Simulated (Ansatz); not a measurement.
System: VO3 (charge 0, doublet). The spin state was set by rule; other spins were not relaxed. 
Geometry from a B3LYP-D3(BJ)/def2-TZVP (Ansatz, a quantum-chemistry and plane-wave program) optimisation:
SMILES: [O]=[V](=[O])=[O]
```xyz
4

V      0.0691     0.1697     0.1394
O      1.3931    -0.5393    -0.7879
O     -0.5868    -0.8616     1.1706
O     -1.0049     0.9129    -0.7834
```
Charge 0, spin multiplicity 2.

Total electronic energies in hartree. Correlated levels leave the core frozen unless marked. UHF or UKS for open shells. Spin-orbit coupling is left out. Frozen are the shells of the preceding noble gas and the d and f shells that filled before the atom's block. Non-relativistic. Basis-set limits of correlation are two-point, X^-3; Hartree-Fock from the larger set. The program attaches cautions to a run behind HF/def2-SVP: large difference. The program attaches cautions to a run behind CCSD/def2-SVP: large difference. The program attaches cautions to a run behind CCSD(T)/6-31G: large difference. The program attaches cautions to a run behind CCSD(T)/def2-SVP: large difference. The program attaches cautions to a run behind CCSD(T)/def2-SVPD: large difference.

The UHF reference is spin-contaminated (<S^2> 1.36 over the pure value in the largest basis). The T1 diagnostic of CCSD in the largest basis is 0.135, which is high, so the coupled-cluster rows are less sure than usual.

```tsv
level	program	energy (Eh)
HF/def2-SVP	Ansatz	-1167.06714
HF/def2-QZVPP	Ansatz	-1167.51736
revPBE-D3(BJ)/def2-TZVPD	Ansatz + dftd3	-1169.66786
B3LYP/def2-TZVPD	Ansatz	-1169.79183
PBE0/def2-SVP	Ansatz	-1168.90792
PBE0-D3(BJ)/def2-TZVP	Ansatz + dftd3	___
wB97X/def2-TZVPD	Ansatz	___
PBE-QIDH/def2-TZVPD	Ansatz	___
RI-MP2/def2-TZVPPD	Ansatz	-1168.25049
RI-MP2/CBS(def2-TZVPPD,def2-QZVPPD)	Ansatz	-1168.3718
CCSD/def2-SVP	Ansatz	-1167.77809
CCSD(T)/6-31G	Ansatz	-1167.79571
CCSD(T)/def2-SVP	Ansatz	-1167.82585
CCSD(T)/def2-SVPD	Ansatz	-1167.88643
```

Question: Complete the blanks.

Answer: 
- PBE0-D3(BJ)/def2-TZVP, energy (Eh): -1169.31369
- wB97X/def2-TZVPD, energy (Eh): -1169.68724
- PBE-QIDH/def2-TZVPD, energy (Eh): -1169.00614
